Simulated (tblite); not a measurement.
Compound: C6H9PS.
Atom-mapped SMILES: `[CH3:1][CH2:2][PH:3][c:4]1[cH:5][cH:6][cH:7][s:8]1` (hydrogens: H9, H10, H11 on C1; H12, H13 on C2; H14 on P3; H15 on C5; H16 on C6; H17 on C7)

Structure used (GFN2-xTB), in Å, numbered top down from 1:
```
atom  x, y, z in Å
C1    -2.025    0.799    0.052
C2    -2.002   -0.613   -0.514
P3    -0.772   -1.763    0.290
C4     0.695   -0.695    0.272
C5     1.539   -0.486   -0.781
C6     2.621    0.362   -0.464
C7     2.599    0.776    0.829
S8     1.254    0.143    1.688
H9    -1.074    1.300   -0.117
H10   -2.216    0.783    1.124
H11   -2.808    1.383   -0.429
H12   -2.979   -1.091   -0.398
H13   -1.774   -0.595   -1.584
H14   -1.124   -1.430    1.603
H15    1.383   -0.925   -1.751
H16    3.382    0.649   -1.168
H17    3.294    1.414    1.337
```

Calculated harmonic vibrations of the isolated species, GFN2-xTB (tblite), most abundant isotopes, no scaling. Errors from tens to a few hundred cm⁻¹ against measured bands are possible. Modes of hydrogen on phosphorus can be 10 to 20 % off. One conformer, not necessarily the lowest.

Harmonic wavenumbers (cm⁻¹): 28.4, 65.4, 101.0, 194.4, 218.7, 234.9, 323.6, 402.7, 450.9, 534.4, 633.9, 671.6, 710.9, 724.4, 738.7, 812.1, 844.0, 845.3, 848.8, 867.9, 974.1, 1007.3, 1025.8, 1074.4, 1074.8, 1093.0, 1181.8, 1223.9, 1262.1, 1331.6, 1409.6, 1437.3, 1445.3, 1493.1, 1499.5, 1535.9, 2264.6, 2943.0, 2958.1, 3018.6, 3022.2, 3032.1, 3116.5, 3128.0, 3162.0.

A = 2566, B = 973.1, C = 940.7 MHz; mass 144.016 u (most abundant isotopes); point group C1, symmetry number 1.

What is the zero-point energy?

½Σν̃ = 28483 cm⁻¹ = 81.44 kcal/mol.

What is S at 350 K and 1 bar for an ideal gas of classical rigid rotors and harmonic oscillators?

Translation 41.63, rotation 29.78, vibration 31.19: S = 102.6 cal/(mol K).

And Cp and H(350 K) − H(0)?

Cp = 40.27 cal/(mol K), of which vibrations give 32.32 (their classical limit is 45 R = 89.4); H(350 K) − H(0) = 8.33 kcal/mol without the zero-point energy, 5.55 from vibrations.

Which modes carry the vibrational entropy at 350 K?

28.4 cm⁻¹: 6.26; 65.4 cm⁻¹: 4.60; 101.0 cm⁻¹: 3.75; 194.4 cm⁻¹: 2.48; 218.7 cm⁻¹: 2.26; 234.9 cm⁻¹: 2.13 cal/(mol K); the other 39 give 9.70 together.

Blend soft modes into free rotors: weight 1/[1 + (100 cm⁻¹/ν̃)⁴] for the oscillator and the rest for a rotor with moment μB/(μ + B), μ = h/(8π²ν), B = 10⁻⁴⁴ kg m². What vibrational entropy results?

27.86 cal/(mol K) in place of 31.19, which changes −T·S at 350 K by +1.17 kcal/mol.

How do the functions run with temperature in this model?

| T (K) | S (cal/(mol K)) | Cp (cal/(mol K)) | H − H(0) (kcal/mol) | G − H(0) (kcal/mol) | ln q(vib) |
| --- | --- | --- | --- | --- | --- |
| 100 | 70.2 | 17.1 | 1.27 | -5.75 | 2.01 |
| 200 | 84.6 | 25.6 | 3.39 | -13.52 | 4.32 |
| 300 | 96.8 | 35.4 | 6.44 | -22.59 | 6.58 |
| 500 | 119.1 | 52.5 | 15.34 | -44.23 | 11.15 |
| 800 | 147.5 | 68.0 | 33.64 | -84.38 | 17.83 |
| 1000 | 163.5 | 74.6 | 47.95 | -115.51 | 21.99 |

q(vib) and H(0) count from the zero-point level.

Hindered rotation and anharmonicity are outside this model. Other conformers, if any are populated, would add a mixing term that is left out. The structure is chiral; the term R ln 2 for an equal mix with its mirror image is left out.

Hardware: Arm Neoverse V1, one thread (shared host). Cost: 0.71 s of wall time. This covers the Hessian and the dipole derivatives.
